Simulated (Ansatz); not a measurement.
`CBNC` and `CB[NH][AlH2]` differ in one atom or group.

Ansatz, PBE0-D4/def2-TZVP geometries, multiplicity 1. Each molecule was computed in one conformer, which needn't be the lowest.

```csv
property,`CBNC`
"ideal-gas entropy at 298 K and 1 bar (rigid rotor, harmonic PBE0-D4/def2-TZVP) / J/(mol·K)",307
zero-point energy (PBE0-D4/def2-TZVP) / kJ/mol,275.8
LUMO energy (B3LYP/def2-TZVPP) / eV,0.55
HOMO–LUMO gap (B3LYP/def2-TZVPP) / eV,7.91
LUMO energy (PBE/def2-TZVPP) / eV,-0.17
HOMO–LUMO gap (PBE/def2-TZVPP) / eV,6.11
```

Task: What does the change do to each property? (Estimate.)

Result: Computed: 
```csv
property,`CB[NH][AlH2]`,shift
"ideal-gas entropy at 298 K and 1 bar (rigid rotor, harmonic PBE0-D4/def2-TZVP) / J/(mol·K)",320,13
zero-point energy (PBE0-D4/def2-TZVP) / kJ/mol,210.0,-65.8
LUMO energy (B3LYP/def2-TZVPP) / eV,-0.52,-1.07
HOMO–LUMO gap (B3LYP/def2-TZVPP) / eV,6.99,-0.92
LUMO energy (PBE/def2-TZVPP) / eV,-1.08,-0.91
HOMO–LUMO gap (PBE/def2-TZVPP) / eV,5.37,-0.74
```

With PBE0 the HOMO falls by 0.12 eV and the LUMO falls by 1.10 eV, so the gap narrows by about 0.98 eV. PBE moves the HOMO by -0.17 eV and ωB97M-V by 0.00 eV. The zero-point energy changes by -65.8 kJ/mol with -3 modes.

B3LYP here is the variant with VWN-RPA as its local correlation; programs differ in this.
